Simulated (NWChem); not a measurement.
System: GeSiNH$_{5}$, singlet; SMILES [NH2][Ge][SiH3]

NWChem input:

```
start job
memory heap 200 mb stack 900 mb global 1100 mb
geometry units angstroms noautoz
  Ge    -0.458218    -0.649646    -0.141099
  N      1.271843    -1.176179     0.031906
  H      1.521922    -2.160744     0.039720
  H      2.086951    -0.577657     0.129500
  Si     0.103734     1.764704    -0.036072
  H     -0.594697     2.433189     1.112464
  H     -0.339409     2.477826    -1.280636
  H      1.578231     2.018431     0.125927
end
basis spherical
  Ge library def2-svp
  N library def2-svp
  H library def2-svp
  Si library def2-svp
end
dft
  xc mn15-l
  iterations 150
  mulliken
end
task dft energy
```

Excerpt of the output:

```
             Northwest Computational Chemistry Package (NWChem) 7.3.0
             --------------------------------------------------------

 CS  symmetry detected

                             Geometry "geometry" -> ""
                             -------------------------

 Output coordinates in angstroms (scale by  1.889725989 to convert to a.u.)

  No.       Tag          Charge          X              Y              Z
 ---- ---------------- ---------- -------------- -------------- --------------
    1 Ge                  32.0000    -0.44883308    -0.65617214     0.00000000
    2 N                    7.0000     1.29943622    -1.14996688     0.00000000
    3 H                    1.0000     1.56744801    -2.12983344     0.00000000
    4 H                    1.0000     2.10887041    -0.53598764     0.00000000
    5 Si                  14.0000     0.07547821     1.76890606     0.00000000
    6 H                    1.0000    -0.51010095     2.44891281     1.20354548
    7 H                    1.0000    -0.51010095     2.44891281    -1.20354548
    8 H                    1.0000     1.55379365     2.05058733     0.00000000

 Effective nuclear repulsion energy (a.u.)     236.7189007206

      Symmetry information
      --------------------

 Group name             Cs
 Group number              2
 Group order               2
 No. of unique centers     7

                                 NWChem DFT Module
                                 -----------------

 Summary of "ao basis" -> "ao basis" (spherical)
 ------------------------------------------------------------------------------
       Tag                 Description            Shells   Functions and Types
 ---------------- ------------------------------  ------  ---------------------
 Ge                         def2-svp                12       32   5s4p3d
 N                          def2-svp                 6       14   3s2p1d
 H                          def2-svp                 3        5   2s1p
 Si                         def2-svp                 8       18   4s3p1d

      Symmetry analysis of basis
      --------------------------

        a'         62
        a"         27

            General Information
            -------------------
          SCF calculation type: DFT
          Wavefunction type:  closed shell.
          No. of atoms     :     8
          No. of electrons :    58
           Alpha electrons :    29
            Beta electrons :    29
          Charge           :     0
          Spin multiplicity:     1
          Use of symmetry is: on ; symmetry adaption is: on
          Maximum number of iterations: 150
          AO basis - number of functions:    89
                     number of shells:    41
          Convergence on energy requested:  1.00D-06
          Convergence on density requested:  1.00D-05
          Convergence on gradient requested:  5.00D-04

              XC Information
              --------------
                       MN15-L Method XC Functional
                        MN15-L Exchange Functional  1.000
                      MN15-L Correlation Potential  1.000

             Grid Information
             ----------------
          Grid used for XC integration:  medium
          Radial quadrature: Mura-Knowles
          Angular quadrature: Lebedev.
          Tag              B.-S. Rad. Rad. Pts. Rad. Cut. Ang. Pts.
          ---              ---------- --------- --------- ---------
          Ge                  1.25      112          10.0       590
          N                   0.65       49          11.0       434
          H                   0.35       45          12.0       434
          Si                  1.10       88          11.0       590
          Grid pruning is: on
          Number of quadrature shells:   429
          Spatial weights used:  Erf1

      Superposition of Atomic Density Guess
      -------------------------------------

 Sum of atomic energies:       -2420.52261133

      Non-variational initial energy
      ------------------------------

 Total energy =   -2421.377622
 1-e energy   =   -3843.194576
 2-e energy   =    1185.098053
 HOMO         =      -0.204739
 LUMO         =      -0.050180

      Symmetry analysis of molecular orbitals - initial
      -------------------------------------------------

  Numbering of irreducible representations:

     1 a'          2 a"

  Orbital symmetries:

     1 a'          2 a'          3 a'          4 a'          5 a'
     6 a"          7 a'          8 a'          9 a'         10 a'
    11 a'         12 a"         13 a'         14 a"         15 a'
    16 a'         17 a'         18 a"         19 a'         20 a"
    21 a'         22 a'         23 a'         24 a'         25 a'
    26 a"         27 a'         28 a"         29 a'         30 a"
    31 a'         32 a'         33 a'         34 a"         35 a'
    36 a'         37 a'         38 a'         39 a'

     ---------------------------------------------
      Total Density - Mulliken Population Analysis
     ---------------------------------------------

    Atom       Charge   Shell Charges
 -----------   ------   -------------------------------------------------------
    1 Ge  32    31.48   2.00  2.00  2.00  1.31  0.56  6.00  5.98  0.79  0.77  8.14  1.80  0.14
    2 N    7     7.78   1.99  1.04  0.47  2.55  1.74  0.01
    3 H    1     0.76   0.60  0.12  0.04
    4 H    1     0.77   0.60  0.13  0.04
    5 Si  14    13.99   2.00  1.99  1.06  0.33  5.94  1.18  1.42  0.09
    6 H    1     1.07   0.69  0.37  0.01
    7 H    1     1.07   0.69  0.37  0.01
    8 H    1     1.07   0.69  0.37  0.01

   convergence    iter        energy       DeltaE   RMS-Dens  Diis-err
 ---------------- ----- ----------------- --------- --------- ---------
 d= 0,ls=0.0,diis     1  -2423.6648361801 -2.66D+03  1.16D-02  5.87D-01
 d= 0,ls=0.0,diis     2  -2423.5468280918  1.18D-01  1.05D-02  1.10D+00
 d= 0,ls=0.0,diis     3  -2423.6826880257 -1.36D-01  3.42D-03  1.90D-01
 d= 0,ls=0.0,diis     4  -2423.7094523321 -2.68D-02  5.42D-04  5.96D-03
 d= 0,ls=0.0,diis     5  -2423.7098024845 -3.50D-04  1.32D-04  3.53D-04
  Resetting Diis
 d= 0,ls=0.0,diis     6  -2423.7098202518 -1.78D-05  6.20D-05  1.14D-05
 d= 0,ls=0.0,diis     7  -2423.7098221523 -1.90D-06  3.72D-05  1.01D-06
 d= 0,ls=0.0,diis     8  -2423.7098220158  1.36D-07  1.94D-05  2.04D-06
 d= 0,ls=0.0,diis     9  -2423.7098223564 -3.41D-07  3.56D-06  1.11D-07

         Total DFT energy =    -2423.709822356449
      One electron energy =    -3844.156534664735
           Coulomb energy =     1292.251914270367
    Exchange-Corr. energy =     -108.524102682654
 Nuclear repulsion energy =      236.718900720573

 Numeric. integr. density =       57.999963056595

                  Occupations of the irreducible representations
                  ----------------------------------------------

                     irrep           alpha         beta
                     --------     --------     --------
                     a'               22.0         22.0
                     a"                7.0          7.0

                       DFT Final Molecular Orbital Analysis
                       ------------------------------------

 Vector   27  Occ=2.000000D+00  E=-3.049159D-01  Symmetry=a'
              MO Center= -3.6D-02,  6.1D-01, -8.5D-12, r^2= 4.2D+00
   Bfn.  Coefficient  Atom+Function         Bfn.  Coefficient  Atom+Function
  ----- ------------  ---------------      ----- ------------  ---------------
     4      0.341237  1 Ge s                 36     -0.222730  2 N  px
     5      0.218374  1 Ge s                  3     -0.216216  1 Ge s
    35     -0.194398  2 N  s                 65     -0.181253  5 Si py
    75     -0.181310  6 H  s                 80     -0.181310  7 H  s
    12     -0.154164  1 Ge px                39      0.153740  2 N  px

 Vector   28  Occ=2.000000D+00  E=-2.739445D-01  Symmetry=a"
              MO Center=  1.0D+00, -9.6D-01, -3.3D-15, r^2= 1.9D+00
   Bfn.  Coefficient  Atom+Function         Bfn.  Coefficient  Atom+Function
  ----- ------------  ---------------      ----- ------------  ---------------
    38      0.517937  2 N  pz                41     -0.452171  2 N  pz
    17     -0.176320  1 Ge pz                14     -0.159038  1 Ge pz
    11      0.098308  1 Ge pz                75      0.072162  6 H  s
    80     -0.072162  7 H  s                 76      0.068601  6 H  s
    81     -0.068601  7 H  s                 21     -0.048996  1 Ge d  1

 Vector   29  Occ=2.000000D+00  E=-1.980802D-01  Symmetry=a'
              MO Center= -4.3D-01, -2.4D-01,  1.9D-14, r^2= 3.8D+00
   Bfn.  Coefficient  Atom+Function         Bfn.  Coefficient  Atom+Function
  ----- ------------  ---------------      ----- ------------  ---------------
     5      0.356933  1 Ge s                  4      0.323166  1 Ge s
    68      0.282761  5 Si py                13     -0.272547  1 Ge py
    16     -0.254950  1 Ge py                65      0.229186  5 Si py
     3     -0.208288  1 Ge s                 15     -0.202616  1 Ge px
    12     -0.196792  1 Ge px                59     -0.171430  5 Si s

 Vector   30  Occ=0.000000D+00  E=-9.686045D-02  Symmetry=a"
              MO Center= -2.4D-01, -4.6D-01,  1.3D-15, r^2= 3.4D+00
   Bfn.  Coefficient  Atom+Function         Bfn.  Coefficient  Atom+Function
  ----- ------------  ---------------      ----- ------------  ---------------
    17      0.645707  1 Ge pz                14      0.397932  1 Ge pz
    41     -0.314615  2 N  pz                38      0.268454  2 N  pz
    11     -0.225323  1 Ge pz                76     -0.160652  6 H  s
    81      0.160652  7 H  s                 69      0.142532  5 Si pz
    75     -0.093627  6 H  s                 80      0.093627  7 H  s

 Vector   31  Occ=0.000000D+00  E=-1.243872D-02  Symmetry=a'
              MO Center=  1.3D-01, -9.9D-02, -2.8D-13, r^2= 5.5D+00
   Bfn.  Coefficient  Atom+Function         Bfn.  Coefficient  Atom+Function
  ----- ------------  ---------------      ----- ------------  ---------------
    35      0.834288  2 N  s                 16      0.637821  1 Ge py
    86      0.502418  8 H  s                 68      0.466034  5 Si py
    15     -0.460247  1 Ge px                67     -0.444758  5 Si px
    60     -0.308926  5 Si s                 53     -0.302146  4 H  s
    48     -0.232651  3 H  s                 76     -0.220351  6 H  s

 Vector   32  Occ=0.000000D+00  E= 3.232978D-02  Symmetry=a'
              MO Center=  1.0D-02,  1.1D+00,  1.5D-11, r^2= 5.2D+00
   Bfn.  Coefficient  Atom+Function         Bfn.  Coefficient  Atom+Function
  ----- ------------  ---------------      ----- ------------  ---------------
    67      0.987218  5 Si px                68      0.852759  5 Si py
    16      0.811736  1 Ge py                86     -0.773064  8 H  s
     5      0.711441  1 Ge s                 60     -0.462399  5 Si s
    53     -0.437176  4 H  s                  4      0.326727  1 Ge s
    15      0.316414  1 Ge px                39      0.226399  2 N  px

     ---------------------------------------------
      Total Density - Mulliken Population Analysis
     ---------------------------------------------

    Atom       Charge   Shell Charges
 -----------   ------   -------------------------------------------------------
    1 Ge  32    31.76   2.00  2.00  1.99  1.28  0.56  6.00  5.97  1.00  0.85  8.13  1.76  0.23
    2 N    7     7.45   1.99  1.00  0.51  2.32  1.63  0.01
    3 H    1     0.84   0.69  0.10  0.05
    4 H    1     0.84   0.69  0.10  0.05
    5 Si  14    13.85   2.00  1.98  0.94  0.38  5.93  1.22  1.28  0.11
    6 H    1     1.08   0.75  0.32  0.01
    7 H    1     1.08   0.75  0.32  0.01
    8 H    1     1.10   0.75  0.34  0.01

     -------------------------------------------
      Total Density - Lowdin Population Analysis
     -------------------------------------------

    Atom       Charge   Shell Charges
 -----------   ------   -------------------------------------------------------
    1 Ge  32    31.93   2.00  2.00  1.96  0.98  0.66  5.99  5.81  1.17  1.14  7.83  2.01  0.41
    2 N    7     7.15   1.97  0.73  0.44  2.14  1.84  0.02
    3 H    1     0.93   0.59  0.21  0.13
    4 H    1     0.94   0.59  0.21  0.13
    5 Si  14    13.73   2.00  1.93  0.66  0.40  5.82  1.27  1.47  0.18
    6 H    1     1.11   0.65  0.43  0.02
    7 H    1     1.11   0.65  0.43  0.02
    8 H    1     1.12   0.65  0.45  0.02

     Multipole analysis of the density
     ---------------------------------

     L   x y z        total         alpha         beta         nuclear
     -   - - -        -----         -----         ----         -------
     0   0 0 0     -0.000000    -29.000000    -29.000000     58.000000

     1   1 0 0      0.657326      0.328663      0.328663     -0.000000
     1   0 1 0     -0.576994     -0.288497     -0.288497      0.000000
     1   0 0 1      0.000000      0.000000      0.000000      0.000000

     2   2 0 0    -28.750880    -64.700384    -64.700384    100.649889
     2   1 1 0     -2.817596      3.854089      3.854089    -10.525773
     2   1 0 1     -0.000000     -0.000000     -0.000000      0.000000
     2   0 2 0    -31.551926   -172.660099   -172.660099    313.768273
     2   0 1 1      0.000000      0.000000      0.000000      0.000000
     2   0 0 2    -30.041659    -20.193594    -20.193594     10.345528
```

Level: MN15-L/def2-SVP. Low-valent species are run as closed-shell singlets; no triplet was tried in these runs. All runs use the structure optimised with PBE0/def2-SVP.
